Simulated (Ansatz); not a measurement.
Reactions of C2H8BGeN (`B[CH]([GeH3])C=N`).

Calculated with Ansatz (gas phase, PBE0-D4/def2-TZVP geometries, no zero-point term in ΔE). CBS: MP2 limit from def2 TZ/QZ plus the TZ coupled-cluster correction, frozen cores. This one scheme is used for every species. Elements past krypton have def2 core potentials. For Ge, Sn outer-core shells are correlated without core-valence functions, which leaves a few kJ/mol of doubt a bond. Scalar relativity is left out up to krypton. One conformer a species, not always the lowest.

(1) Order these by ΔE at CCSD(T)/CBS, lowest first. (An estimate is asked.)
A. `B[CH]([GeH3])C=N` + H₂O → `B[CH](O)[GeH3]` + `C=N`
B. `B[CH]([GeH3])C=N` + `[SH][SnH3]` → `N=C[S][SnH3]` + `B[CH2][GeH3]`
C. `B[CH]([GeH3])C=N` + `C=CC=C` → `C=CC=CC=N` + `B[CH2][GeH3]`
D. `B[CH]([GeH3])C=N` + `[SiH3]N[SiH3]` → `[SiH3][N]([SiH3])[GeH3]` + `BCC=N`
E. `B[CH]([GeH3])C=N` + `CC(O)=S` → `CC(=S)[O][GeH3]` + `BCC=N`

Largest T1 diagnostic: 0.017, for `CC(O)=S`.

Answers

(1) C (-20.5 kJ/mol), D (-0.4 kJ/mol), B (+8.0 kJ/mol), E (+17.7 kJ/mol), A (+103.9 kJ/mol).
